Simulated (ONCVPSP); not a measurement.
PBE ONCV dataset for He, scalar-relativistic all-electron reference.

Input for ONCVPSP 4.0.1:

```
# ATOM AND REFERENCE CONFIGURATION
# atsym  z   nc   nv     iexc    psfile
  He 2.00    0    1        4      upf
#
#   n    l    f
    1    0    2.00
#
# PSEUDOPOTENTIAL AND OPTIMIZATION
# lmax
    1
#
#   l,   rc,      ep,       ncon, nbas, qcut
    0    0.70    0.00    3    7    9.60
    1    0.70    0.12    4    7   14.30
#
# LOCAL POTENTIAL
# lloc, lpopt,  rc(5),   dvloc0
    4    5    0.60    6.00
#
# VANDERBILT-KLEINMAN-BYLANDER PROJECTORs
# l, nproj, debl
    0    1    0.40
    1    2    1.20
#
# MODEL CORE CHARGE
# icmod, fcfact, rcfact
    0    0.00    0.00
#
# LOG DERIVATIVE ANALYSIS
# epsh1, epsh2, depsh
   -2.00    5.00    0.02
#
# OUTPUT GRID
# rlmax, drl
    6.00    0.01
#
# TEST CONFIGURATIONS
# ncnf
    2
# nvcnf
#   n    l    f
    1
    1    0    1.00
#
    1
    1    0    1.50
#
```

Command:

```bash
oncvpsp.x < He.dat > He.out
```

The program printed (shortened: citation, most of the input echo, consistency checks and plot data are left out):

```
ONCVPSP  (Optimized Norm-Conservinng Vanderbilt PSeudopotential)
scalar-relativistic version 4.0.1

#   n    l    f        energy (Ha)
    1    0    2.00    -5.7930928E-01

Reference configufation results
  iterations    27
  all-electron total energy (Ha)   -2.89307390D+00

Begin loop to  construct optimized pseudo wave functions
and semi-local pseudopoentials for all angular momenta

Calculating optimized projector #   1

 for l=   0

    Fraction of norm inside rc  0.410058
    Optimizing pswf for qcut=   9.63 a_B^-1,  ecut=  46.36 Ha
    Residual kinetic energy error=  8.79D-04 Ha

    Energy error per electron        Cutoff
         Ha          eV             Ha
         0.01000     0.27211       30.17
         0.00100     0.02721       45.16
         0.00010     0.00272      245.41
         0.00001     0.00027      409.46

   Wellstate for l =  1  n =  2
     eigenvalue =   0.1200
     asymptotic potential =   0.6200
     half-point radius = 10.7019

   Wellstate for l =  1  n =  3
     eigenvalue =   1.3200
     asymptotic potential =   1.8200
     half-point radius =  3.7410

Calculating optimized projector #   1

 for l=   1

    Fraction of norm inside rc  0.000902
    Optimizing pswf for qcut=  14.29 a_B^-1,  ecut= 102.15 Ha
    Residual kinetic energy error=  5.06D-09 Ha

    Energy error per electron        Cutoff
         Ha          eV             Ha
         0.01000     0.27211        0.57
         0.00100     0.02721        2.61
         0.00010     0.00272        9.36
         0.00001     0.00027       25.56

Calculating optimized projector #   2

 for l=   1

    Fraction of norm inside rc  0.016982
    Optimizing pswf for qcut=  14.29 a_B^-1,  ecut= 102.15 Ha
    Residual kinetic energy error=  1.19D-07 Ha

    Energy error per electron        Cutoff
         Ha          eV             Ha
         0.01000     0.27211        5.10
         0.00100     0.02721       14.80
         0.00010     0.00272       34.78
         0.00001     0.00027       60.39

Construct Vanderbilt / Kleinmman-Bylander projectors

B matrix Hermiticity error, ll=   1
   1   2    5.7043E-07

  Orthonormal projector coefficients -7.4976E+00 -2.3244E+00

Pseudoatom total energy   -2.883712

Diagnostic tests using Vanderbilt-Kleinman-Bylander pseudopotentials
  1 or more projectors used as specified by nproj input data

   l    rcore       rmatch      e in        delta e   norm test  slope test

   0   0.7004018   0.7216675  -0.5793093  -0.0001089   0.9999645   0.9995889

   1   0.7004018   0.7216675   0.1200000   0.0000002   1.0000518   1.0000518
   1   0.7004018   0.7216675   1.3200000   0.0000186   1.0000603   1.0000603

 Testing for bound ghosts
   n   l    E NL Schr. Eq   E Basis Diag.   E Cutoff

   1   0       -0.579418       -0.461947    255.17

 Testing for highly-localized positive-energy ghosts
       l    <radius>/rc     E Basis Diag.   E Cutoff

Test configuration 0

   n   l     f        eae           eps        diff
   1   0  2.0000   -0.57930928   -0.57941815   -1.09D-04

    Total energies and differences
      AE_ref= -2.89307390D+00  AE_tst= -2.89307390D+00  dif=  0.00D+00
      PS_ref= -2.88371214D+00  PS_tst= -2.88371214D+00  dif= -2.22D-15
      PSP excitation error=  2.22D-15

Test configuration 1

   n   l     f        eae           eps        diff
   1   0  1.0000   -1.43799912   -1.43508696    2.91D-03

    Total energies and differences
      AE_ref= -2.89307390D+00  AE_tst= -1.90214675D+00  dif=  9.91D-01
      PS_ref= -2.88371214D+00  PS_tst= -1.89364339D+00  dif=  9.90D-01
      PSP excitation error=  8.58D-04

Test configuration 2

   n   l     f        eae           eps        diff
   1   0  1.5000   -0.98198678   -0.98139590    5.91D-04

    Total energies and differences
      AE_ref= -2.89307390D+00  AE_tst= -2.50527560D+00  dif=  3.88D-01
      PS_ref= -2.88371214D+00  PS_tst= -2.49598677D+00  dif=  3.88D-01
      PSP excitation error=  7.29D-05
```

The run took about 1.7 s on one core of a shared server CPU.
